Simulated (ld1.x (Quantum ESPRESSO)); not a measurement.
**Which change was made? (Si, TM)**

silicon, norm-conserving Troullier–Martins (Kleinman–Bylander form), made with ld1.x (Quantum ESPRESSO) 7.5 (PBEsol, scalar-relativistic). Core [Ne], reference 3s2 3p2. Waves: 3s (bound): rc 1.25 bohr; 3p (bound): rc 2.40 bohr. Local part: the p channel. Core correction: none.

Cutoffs, loose and tight: the cutoffs (Ry, on a coarse ladder) from which the occupation-weighted sum of valence levels, in a spherical-Bessel basis at the reference potential, stays within 10 and 1 mRy of its value at 400 Ry. They do not see the model core or the augmentation charge, which bear on the density cutoff. Test errors are all-electron minus pseudo excitation energies from the reference, over the configurations 3s2 3p1; 3s2 3p0; 3s1 3p0; 3s1 3p2; 3s0 3p4; 3s1 3p3; 3s2 3p1.5; variants that change the core or the reference have their own tests.

The base gives: outcome: generated; cutoff, loose: 50 Ry; cutoff, tight: 110 Ry; bound ghosts: none; largest test error (meV): +81.

(1) After one change the result is: outcome: generated; cutoff, loose: 30 Ry; cutoff, tight: 60 Ry; bound ghosts: none; largest test error (meV): +59. Which change was it?
A. all radii scaled by about 0.85 (s 1.06, p 2.04 bohr)
B. all radii scaled by about 0.76 (s 0.94, p 1.82 bohr)
C. all radii scaled by about 1.40 (s 1.76, p 3.36 bohr)
D. all radii scaled by about 1.14 (s 1.42, p 2.74 bohr)

Results:

(1) D. The others give: all radii scaled by about 0.76 (s 0.94, p 1.82 bohr) → outcome: generated; cutoff, loose: 300 Ry; cutoff, tight: 300 Ry; bound ghosts: s; largest test error (meV): +233 | all radii scaled by about 0.85 (s 1.06, p 2.04 bohr) → outcome: generated; cutoff, loose: 160 Ry; cutoff, tight: 300 Ry; bound ghosts: s; largest test error (meV): +161 | all radii scaled by about 1.40 (s 1.76, p 3.36 bohr) → outcome: generated; cutoff, loose: 15 Ry; cutoff, tight: 40 Ry; bound ghosts: none; largest test error (meV): +54.
